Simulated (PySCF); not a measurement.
C₇H₁₀OP (charge +1).
SMILES with atom numbers: `[CH3:1][C@@H:2]1[CH2:3][P@H+:4]1[c:5]1[cH:6][cH:7][cH:8][o:9]1`

Definitions: NICS(0) = −σiso at the ring centroid; NICS(1) = −σiso and NICS(1)zz = −σzz at ±1 Å along the ring normal z. Level: GIAO PBE0/pcSseg-1 (PySCF, non-relativistic, gas phase) on the GFN2-xTB geometry, one conformer.

Rings: 1. C2–C3–P4; 2. C5–C6–C7–C8–O9.

| set | NICS(0) | NICS(1), two faces | NICS(1)zz, two faces |
| --- | --- | --- | --- |
| P | -33.3 | -7.9 / -8.6 | -16.9 / -18.4 |
| Q | -12.4 | -10.8 / -11.1 | -27.2 / -27.0 |

Which set (ppm) belongs to which ring?

P = 1, Q = 2.
- 1 (3-membered ring with P; formal bonds all single): mean NICS(1)zz -17.6 ppm, shielded. C2, C3, P4 have four or more neighbours, and the NICS criterion for π rings isn't applied.
- 2 (5-membered ring with O; formal bonds all aromatic): mean NICS(1)zz -27.1 ppm, shielded. For a flat ring without four-coordinate atoms the NICS criterion counts such a value as aromatic.

How do the rings differ in shape?

```json
{"ring": "1", "bond lengths (Å)": "1.531, 1.799, 1.822", "rms pucker (Å)": "0.00", "HOMA": "–", "nearest outside atom to a NICS(1) probe (Å)": "hydrogen 1.49"}
{"ring": "2", "bond lengths (Å)": "1.378, 1.406, 1.369, 1.329, 1.356", "rms pucker (Å)": "0.00", "HOMA": "0.57", "nearest outside atom to a NICS(1) probe (Å)": "hydrogen 2.42"}
```

HOMA = 1 − mean of α(R − Ropt)² over the ring bonds, with Krygowski's 1993 parameters (CC: Ropt 1.388 Å, α 257.7 Å⁻²; CO: Ropt 1.265 Å, α 157.38 Å⁻²). A dash marks a ring with a four-coordinate atom, a triple bond, no multiple bond or a kind of bond without parameters.

Time: 49 s (grids of density and orbitals included); peak memory 0.94 GiB. Hardware: Arm Neoverse V1, one thread, shared host with 32 logical CPUs at a one-minute load of 15. This is the whole shielding run at PBE0/pcSseg-1, SCF included.

Shape of the structure used: `[CH3:1][C@@H:2]1[CH2:3][P@H+:4]1[c:5]1[cH:6][cH:7][cH:8][o:9]1`: C3–P4–C5–C6 -41°.
